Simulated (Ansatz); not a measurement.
Several settings on one geometry of `CCCCCCCCCCCCP(=O)(O)O` (that of the charge 0 singlet, PBE-D4/def2-SVP). Ansatz on 2 threads of AMD EPYC 7R13 on a shared host and a share (18 GiB) of an NVIDIA H100 80GB HBM3; times are rough.

```xyz
43

C    -6.958    0.385   -0.531
C    -6.198   -0.941   -0.436
C    -4.721   -0.809   -0.036
C    -3.844   -0.083   -1.065
C    -2.370    0.061   -0.661
C    -1.605   -1.264   -0.546
C    -0.097   -1.111   -0.302
C     0.269   -0.463    1.040
C     1.771   -0.454    1.354
C     2.620    0.396    0.403
C     4.103    0.422    0.782
C     4.955    1.264   -0.172
P     6.696    1.335    0.322
O     7.054    1.866    1.682
O     7.161   -0.227    0.076
O     7.365    2.185   -0.920
H    -6.541    1.050   -1.315
H    -8.027    0.223   -0.775
H    -6.916    0.941    0.430
H    -6.263   -1.477   -1.409
H    -6.708   -1.599    0.301
H    -4.650   -0.278    0.941
H    -4.311   -1.826    0.144
H    -3.907   -0.620   -2.039
H    -4.259    0.931   -1.253
H    -1.853    0.704   -1.408
H    -2.313    0.616    0.302
H    -2.040   -1.883    0.270
H    -1.761   -1.846   -1.481
H     0.380   -2.115   -0.353
H     0.345   -0.524   -1.138
H    -0.264   -1.004    1.853
H    -0.114    0.581    1.074
H     2.155   -1.500    1.348
H     1.923   -0.085    2.392
H     2.224    1.437    0.386
H     2.520    0.019   -0.639
H     4.504   -0.615    0.802
H     4.224    0.816    1.815
H     4.604    2.317   -0.209
H     4.917    0.876   -1.213
H     7.851   -0.446    0.733
H     8.077    2.743   -0.548
```

Totals from different functionals, basis sets or treatments of relativity can't be compared as stabilities.

Correlated methods freeze 20 core orbitals.

The spins typed aren't always the lowest for that charge.

Give the basis size and estimate the energy, ⟨S²⟩, dipole and time of these runs.

```
run                         method  charge    state                                                                                                                                                             further keys
  1  ROKS PBEsol-D3(BJ)/def2-mTZVP      -1  doublet                                                                                                                              fitting: {mean_field: def2-universal-jkfit}
  2           RKS RPBE/aug-cc-pVDZ       0  singlet  fitting: {mean_field: def2-universal-jkfit}; final_grid: {core_spheres: 20, valence_spheres: 16, degree: 47}; scf: {omitted_lower_state_checks: [starts]}; forces asked
  3         UKS B97M-V/def2-mTZVPP       0  triplet                                                                   fitting: {mean_field: def2-universal-jkfit}; scf: {omitted_lower_state_checks: [starts]}; forces asked
  4      UKS B2GP-PLYP/def2-mTZVPP       0  singlet                                               fitting: {mean_field: def2-universal-jkfit}; final_grid: {core_spheres: 20, valence_spheres: 16, degree: 47}; forces asked
```


```json
{"run": "1", "functions": "403", "energy (Eh)": "-1036.3804", "⟨S²⟩": "–", "dipole (D)": "–", "wall time": "34 s"}
{"run": "2", "functions": "615", "energy (Eh)": "-1040.7211", "⟨S²⟩": "–", "dipole (D)": "1.59", "wall time": "12 s"}
{"run": "3", "functions": "462", "energy (Eh)": "-1040.4953", "⟨S²⟩": "2.01", "dipole (D)": "2.67", "wall time": "30 s"}
{"run": "4", "functions": "462", "energy (Eh)": "-1039.8535", "⟨S²⟩": "0.00", "dipole (D)": "1.52", "wall time": "19 s"}
```

The highest occupied level of an anion often lies above zero with these methods, and sets without diffuse functions describe the outer electron poorly.
